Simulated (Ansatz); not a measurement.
`F[SiH]([SiH3])[GeH3]` + PH₃ → `F[SiH]([SiH3])P` + GeH₄ at 298.15 K and 1 bar (cleavage of the Si–Ge bond).

Calculated with Ansatz (gas phase, PBE0-D4/def2-TZVP geometries, no zero-point term in ΔE). CBS: MP2 limit from def2 TZ/QZ plus the TZ coupled-cluster correction, frozen cores. This one scheme is used for every species. For Ge outer-core shells are correlated without core-valence functions, which leaves a few kJ/mol of doubt a bond. Scalar relativity is left out up to krypton. Each species was taken in one conformer, which may not be the lowest.

| species | CCSD(T)/CBS energy (Eh) | H − E (kJ/mol) | S (J/(mol·K)) |
| --- | --- | --- | --- |
| `F[SiH]([SiH3])[GeH3]` | -2758.31869 | 182.1 | 388.9 |
| PH₃ | -342.72256 | 73.1 | 210.2 |
| `F[SiH]([SiH3])P` | -1022.55000 | 165.7 | 364.3 |
| GeH₄ | -2078.49493 | 88.5 | 217.3 |

H − E and S are ideal-gas, rigid-rotor, harmonic terms from PBE0-D4/def2-TZVP, for one conformer and one mirror image of each species. 1 Eh = 2625.50 kJ/mol, R = 8.31446 J/(mol·K).

Question: By hand: ΔE, ΔH, ΔS and ΔG.

Answer: ΔE = (-1022.55000) + (-2078.49493) − (-2758.31869) − (-342.72256) = -0.00368 Eh = -9.7 kJ/mol. Δ(H − E) = 165.7 + 88.5 − 182.1 − 73.1 = -1.0, so ΔH = -10.7 kJ/mol. ΔS = 364.3 + 217.3 − 388.9 − 210.2 = -17.5 J/(mol·K). ΔG = -10.7 − 298.15 × (-17.5)/1000 = -5.5 kJ/mol.

Question: By hand: the equilibrium constant, and the temperature at which ΔG would vanish if ΔH and ΔS stayed fixed.

Answer: log₁₀ K = −ΔG/(RT ln 10) = 1.0. ΔG = 0 at ΔH/ΔS = 611 K, though so small a ΔS makes that figure unsure.

TΔS isn't small against ΔH here. The sign of ΔG lies within the doubt. A doubt of 5 kJ/mol in ΔE shifts log₁₀ K by 0.9 here. Other conformers and mirror images would add mixing entropy, several J/(mol·K) or more a flexible species. These are equilibria of isolated gas molecules and say nothing of rates. Largest T1 diagnostic: 0.014 (customary marks: 0.02 for closed shells, 0.045 for open ones).
